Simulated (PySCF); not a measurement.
Compound: C₆H₁₁N.
Cartesian coordinates in Å at the GFN2-xTB level; atoms count from 1:
```
atom  x, y, z in Å
C1    -1.418    0.933    0.958
C2    -0.482   -0.193    0.522
C3    -1.114   -0.996   -0.613
C4     0.891    0.392    0.122
C5     1.948   -0.681   -0.163
C6     0.752    1.249   -1.033
N7     0.644    1.919   -1.952
H8    -1.599    1.616    0.130
H9    -2.373    0.527    1.284
H10   -0.989    1.498    1.783
H11   -0.313   -0.861    1.375
H12   -0.507   -1.859   -0.875
H13   -1.232   -0.373   -1.497
H14   -2.095   -1.354   -0.311
H15    1.244    1.021    0.950
H16    1.700   -1.244   -1.059
H17    2.012   -1.368    0.678
H18    2.922   -0.220   -0.311
```

Level of theory: TDDFT B3LYP/def2-SVPD, vertical, gas phase, core orbitals frozen in the response in PySCF 2.14.0, density-fitted response routines.

Ground-to-excited transition dipoles (e·a0, same axes as the geometry; the sign carries no meaning), for the states with f of 0.002 or more among the lowest 8:

```csv
state,E (hartree),μx,μy,μz
S2,0.2920,0.055,-0.025,-0.203
S3,0.2938,-0.184,0.040,-0.001
S4,0.3091,-0.124,0.174,-0.250
S5,0.3118,0.031,-0.026,0.095
S6,0.3182,-0.088,0.057,-0.143
S7,0.3224,0.064,-0.305,-0.161
S8,0.3293,0.200,0.122,0.232
```

Task: What oscillator strength does each state have?

Result: f = (2/3) ΔE |μ|² with ΔE in hartree (27.2114 eV).

| state | \|μ\|² (au) | \|μ\| (D) | f |
| --- | --- | --- | --- |
| S2 | 0.045 | 0.54 | 0.009 |
| S3 | 0.036 | 0.48 | 0.007 |
| S4 | 0.108 | 0.84 | 0.022 |
| S5 | 0.011 | 0.26 | 0.002 |
| S6 | 0.031 | 0.45 | 0.007 |
| S7 | 0.123 | 0.89 | 0.026 |
| S8 | 0.109 | 0.84 | 0.024 |

Task: Which bond between heavy atoms lies closest to the direction of the S7 transition dipole?

Result: C1–C2, at 28° from it; next C4–C5 at 35°.

Task: What angle do the transition dipoles of S4 and S7 make?

Result: |cos θ| = |μa·μb| / (|μa| |μb|) = 0.18, so θ ≈ 80° (taken between 0 and 90°, since the signs are arbitrary).

Task: How is the summed strength of these states shared among x, y and z?

Result: (2/3) Σ ΔE μα² gives 0.022 for x, 0.031 for y and 0.045 for z, 0.097 in all.

Task: What peak molar absorption coefficient would the strongest computed level give as a lone Gaussian band 0.5 eV wide at half height?

Result: ε(max) = 2.175×10⁸ f / FWHM, with the width in cm⁻¹. S7: 2.175×10⁸ × 0.0264 / 4033 ≈ 1400 L mol⁻¹ cm⁻¹.

One conformer stands for the species.
